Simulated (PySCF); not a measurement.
**input.py for SnC⁺**

File input.py (PySCF 2.14):

```python
from pyscf import gto, dft

mol = gto.M(
    atom='Sn 0 0 0; C 0 0 1.944',
    basis='x2c-svpall',
    charge=1,
    spin=3,
    verbose=4,
)
mf = dft.UKS(mol, xc='b3lyp')
mf = mf.sfx2c1e()
mf.kernel()
mf.analyze()
print('orbital energies (hartree):', [e[max(0, n-3):n+3].round(4) for e, n in zip(mf.mo_energy, mol.nelec)])
```

```bash
$ OMP_NUM_THREADS=1 python input.py
```

It prints (some set-up lines and the per-cycle HOMO/LUMO lines with their warnings removed):

```
PySCF version 2.14.0

[INPUT] verbose = 4
[INPUT] num. atoms = 2
[INPUT] num. electrons = 55
[INPUT] charge = 1
[INPUT] spin (= nelec alpha-beta = 2S) = 3
[INPUT] symmetry False subgroup None
[INPUT] Mole.unit = angstrom
[INPUT] Symbol           X                Y                Z      unit          X                Y                Z       unit  Magmom
[INPUT]  1 Sn     0.000000000000   0.000000000000   0.000000000000 AA    0.000000000000   0.000000000000   0.000000000000 Bohr   0.0
[INPUT]  2 C      0.000000000000   0.000000000000   1.944000000000 AA    0.000000000000   0.000000000000   3.673627586154 Bohr   0.0

nuclear repulsion = 81.6631498333333
number of shells = 6
number of NR pGTOs = 129
number of NR cGTOs = 50
basis = x2c-svpall
ecp = {}

******** <class 'pyscf.x2c.sfx2c1e.sfX2C1eUKS'> ********
method = sfX2C1eUKS
initial guess = minao
damping factor = 0
level_shift factor = 0
DIIS = <class 'pyscf.scf.diis.CDIIS'>
diis_start_cycle = 1
diis_space = 8
diis_damp = 0
SCF conv_tol = 1e-09
SCF conv_tol_grad = None
SCF max_cycles = 50
direct_scf = True
direct_scf_tol = 1e-13
number electrons alpha = 29  beta = 26
XC library pyscf.dft.libxc version 7.0.0
    S. Lehtola, C. Steigemann, M. J.T. Oliveira, and M. A.L. Marques.,  SoftwareX 7, 1–5 (2018)
XC functionals = b3lyp
    P. J. Stephens, F. J. Devlin, C. F. Chabalowski, and M. J. Frisch.,  J. Phys. Chem. 98, 11623 (1994)
radial grids:
    Treutler-Ahlrichs [JCP 102, 346 (1995); DOI:10.1063/1.469408] (M4) radial grids

becke partition: Becke, JCP 88, 2547 (1988); DOI:10.1063/1.454033
pruning grids: <function nwchem_prune>
grids dens level: 3
symmetrized grids: False
atomic radii adjust function: <function treutler_atomic_radii_adjust>
small_rho_cutoff = 0

******** <class 'pyscf.x2c.sfx2c1e.SpinFreeX2CHelper'> ********
approx = 1e
xuncontract = 1
Set gradient conv threshold to 3.16228e-05
tot grids = 36080
init E= -6213.8715029712

cycle= 1 E= -6213.60267501167  delta_E= 0.269  |g|= 0.162  |ddm|= 1.35
cycle= 2 E= -6213.60934045899  delta_E= -0.00667  |g|= 0.182  |ddm|= 0.716
cycle= 3 E= -6213.62992299014  delta_E= -0.0206  |g|= 0.082  |ddm|= 0.361
cycle= 4 E= -6213.63590037155  delta_E= -0.00598  |g|= 0.0159  |ddm|= 0.157
cycle= 5 E= -6213.63637757155  delta_E= -0.000477  |g|= 0.00438  |ddm|= 0.055
cycle= 6 E= -6213.63642947502  delta_E= -5.19e-05  |g|= 0.00117  |ddm|= 0.0238
cycle= 7 E= -6213.63643183579  delta_E= -2.36e-06  |g|= 0.000165  |ddm|= 0.0047
cycle= 8 E= -6213.63643186225  delta_E= -2.65e-08  |g|= 1.58e-05  |ddm|= 0.000463
cycle= 9 E= -6213.63643186262  delta_E= -3.67e-10  |g|= 5.26e-06  |ddm|= 6.41e-05
Extra cycle  E= -6213.6364318626  delta_E= 1.73e-11  |g|= 6.59e-06  |ddm|= 1.76e-05
converged SCF energy = -6213.6364318626  <S^2> = 3.752646  2S+1 = 4.0013228
**** SCF Summaries ****
Total Energy =                       -6213.636431862601967
Nuclear Repulsion Energy =              81.663149833333335
One-electron Energy =                -8687.456347479565011
Two-electron Energy =                 2392.156765783628998
Two-electron Coulomb Energy =         2564.018142029914543
DFT Exchange-Correlation Energy =     -171.861376246285431
**** MO energy ****
                             alpha | beta                alpha | beta
[18 lines left out]
MO #19  energy= -3.74739457511917  | -3.74395854145828  occ= 1 | 1
MO #20  energy= -1.32993850747652  | -1.32356522097534  occ= 1 | 1
MO #21  energy= -1.32451355092364  | -1.32162573547405  occ= 1 | 1
MO #22  energy= -1.3245132528286   | -1.32162541356915  occ= 1 | 1
MO #23  energy= -1.32125037032243  | -1.31677217914293  occ= 1 | 1
MO #24  energy= -1.3212503703176   | -1.3167721791381   occ= 1 | 1
MO #25  energy= -0.902613026644859 | -0.810833838959373 occ= 1 | 1
MO #26  energy= -0.661556634413523 | -0.58853770008196  occ= 1 | 1
MO #27  energy= -0.52225054047411  | -0.388714349400596 occ= 1 | 0
MO #28  energy= -0.522250540469872 | -0.388714349387588 occ= 1 | 0
MO #29  energy= -0.512396886319742 | -0.362050917551416 occ= 1 | 0
MO #30  energy= -0.323017291579333 | -0.258405009656639 occ= 0 | 0
MO #31  energy= -0.323017291571244 | -0.258405009644281 occ= 0 | 0
MO #32  energy= -0.178437470775002 | -0.147882290487149 occ= 0 | 0
[18 lines left out]

To work with the spin densities directly, `use mulliken_meta_spin()` only printing them here.

 ** Mulliken spin pop alpha/beta on meta-lowdin orthogonal AOs **
 ** Mulliken Spin Density (per AO)  **
 ** Mulliken Spin Density (per atom)  **
spin density of  0 Sn =      0.63820
spin density of  1 C =      2.36180
 ** Mulliken pop alpha/beta on meta-lowdin orthogonal AOs **
 ** Mulliken pop       alpha | beta **
pop of  0 Sn 1s        1.00000 | 1.00000
pop of  0 Sn 2s        1.00000 | 1.00000
pop of  0 Sn 3s        1.00000 | 1.00000
pop of  0 Sn 4s        1.00000 | 1.00000
pop of  0 Sn 5s        0.91868 | 0.88549
pop of  0 Sn 6s        0.01032 | 0.00932
pop of  0 Sn 2px       1.00000 | 1.00000
pop of  0 Sn 2py       1.00000 | 1.00000
pop of  0 Sn 2pz       1.00000 | 1.00000
pop of  0 Sn 3px       1.00000 | 1.00000
pop of  0 Sn 3py       1.00000 | 1.00000
pop of  0 Sn 3pz       0.99999 | 0.99999
[38 lines left out]
In total            29.00000 | 26.00000
 ** Mulliken atomic charges   ( Nelec_alpha | Nelec_beta ) **
charge of  0Sn =      1.02979  (    24.80420     24.16601 )
charge of  1C =     -0.02979  (     4.19580      1.83399 )
Dipole moment(X, Y, Z, Debye): -0.00000,  0.00000,  0.44623
orbital energies (hartree): [array([-0.5223, -0.5223, -0.5124, -0.323 , -0.323 , -0.1784]), array([-1.3168, -0.8108, -0.5885, -0.3887, -0.3887, -0.3621])]
```

In short: E(SCF) = -6213.636432 Eh, 9 cycles, ⟨S²⟩ = 3.753.

Hardware: Arm Neoverse N1, 1 thread, shared host. Wall time 5.7 s, peak memory 0.2 GiB.

The bond length is a typed value, not an optimised one. The dipole of an ion depends on the origin. No search for the lowest solution was made.
